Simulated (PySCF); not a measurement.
KSr⁺ at r²SCAN0

Level: r²SCAN0. K def2-SVP, Sr def2-SVP with ECP28; scalar-relativistic core potentials (PySCF 2.14).

- state: ¹Σ⁺ (singlet), closed shell
- bond length: 4.328 Å
- harmonic wavenumber: 74.2 cm⁻¹
- force constant: 0.0876 mdyn/Å
- rotational constant Be: 0.03333 cm⁻¹
- anharmonicity ωexe: 0.292 cm⁻¹
- vibration–rotation constant αe: 0.000176 cm⁻¹
- well depth De to K⁺ + Sr: 0.56 eV
- dissociation energy D0: 0.55 eV
- HOMO–LUMO gap: 2.81 eV
- bond order (Mayer): 0.53
- dipole moment (positive dipole points towards Sr; it is taken about the centre of mass and depends on that origin): -6.60 D

Closed-shell solutions of metal pairs were not tested for spin polarisation, which can lower them a little. For an ion De counts to the pair picked by the measured ionisation energies or electron affinities, which need not be the lowest pair at this level.
